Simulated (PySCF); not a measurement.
C3H8FNSi, SMILES CN[Si@@H](F)C=C. Geometry optimised at ωB97X-D3(BJ)/def2-SVP. The structure was generated by enumeration; whether it is a known compound was not checked. The values are those of a single conformer.

Computed equilibrium geometry at ωB97X-D3(BJ)/def2-SVP (PySCF confirms it by a frequency run) as bond lengths and angles (one conformer of several):
Atoms: C1 C2 Si3 F4 N5 C6 H7 H8 H9 H10 H11 H12 H13 H14. Bond lengths (Å): C1–C2 1.339, C1–H7 1.096, C1–H8 1.097, C2–Si3 1.859, C2–H9 1.098, Si3–F4 1.642, Si3–N5 1.710, Si3–H10 1.485, N5–C6 1.452, N5–H11 1.015, C6–H12 1.104, C6–H13 1.106, C6–H14 1.102. Angles (°): C2–C1–H7 121.0, C2–C1–H8 122.3, H7–C1–H8 116.7, C1–C2–Si3 121.5, C1–C2–H9 118.7, Si3–C2–H9 119.8, C2–Si3–F4 105.0, C2–Si3–N5 109.5, C2–Si3–H10 115.6, F4–Si3–N5 113.8, F4–Si3–H10 105.2, N5–Si3–H10 107.9, Si3–N5–C6 125.6, Si3–N5–H11 118.0, C6–N5–H11 114.2, N5–C6–H12 111.5, N5–C6–H13 113.2, N5–C6–H14 109.5, H12–C6–H13 108.0, H12–C6–H14 107.1, H13–C6–H14 107.3.
Charge 0, spin multiplicity 1.
